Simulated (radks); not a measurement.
The numbers below are computed, except where a source is named.
Neutral praseodymium inside a hard spherical wall (all orbitals vanish at R), configuration held at [Xe] 4f3 6s2 and not refilled when levels cross. Level of theory: scalar-relativistic Kohn-Sham, PBEsol, spin-polarised, spherical densities, finite nucleus; open shells are filled with parallel spins first (spin-orbit coupling, left out, can overturn this in heavy ions); Fermi nuclear charge, rms radius 4.8919 fm (a radial shooting solver on a logarithmic mesh with Libxc functionals). Eigenvalues in eV for spin up, with the zero of energy where the potential of the charges vanishes at infinity; a dash marks a level that is unbound or too diffuse for the functional's potential to be trusted. A positive occupied level is held by the wall or, in an anion where self-interaction has pushed it up, behind a barrier. The pressure on the wall is -dE/dV.

| R (bohr) | E (hartree) | kinetic (hartree) | e(5s) | e(5p) | e(6s) | e(5d, empty) | e(4f) | e(6p, empty) | pressure (GPa) |
|---|---|---|---|---|---|---|---|---|---|
| free | -9233.4761 | 9804.966 | -39.548 | -21.871 | -3.539 | -2.182 | -1.876 | -1.253 | 0 |
| 20 | -9233.4761 | 9804.966 | -39.548 | -21.871 | -3.539 | -2.182 | -1.876 | -1.252 | < 0.0001 |
| 15 | -9233.4761 | 9804.966 | -39.543 | -21.866 | -3.536 | -2.178 | -1.872 | -1.235 | 0.000380 |
| 10 | -9233.4719 | 9805.000 | -39.309 | -21.635 | -3.350 | -1.976 | -1.641 | -0.824 | 0.0908 |
| 8 | -9233.4505 | 9805.123 | -38.677 | -21.018 | -2.745 | -1.417 | -1.016 | 0.246 | 0.828 |
| 7 | -9233.4142 | 9805.294 | -37.994 | -20.359 | -1.929 | -0.775 | -0.331 | 1.580 | 2.62 |
| 4 | -9232.2976 | 9809.569 | -30.705 | -13.397 | 14.910 | 8.264 | 7.820 | 24.784 | 208 |
| 3.5 | -9231.2419 | 9813.527 | -26.527 | -9.086 | 27.840 | 14.348 | 12.908 | 40.732 | 580 |
| 2 | -9206.1941 | 9892.793 | 34.526 | 61.943 | 229.77 | 107.87 | 71.639 | 262.52 | 33200 |
| 1.5 | -9146.1955 | 10066.179 | 165.14 | 209.22 | 574.52 | 276.96 | 152.22 | 620.55 | 238000 |
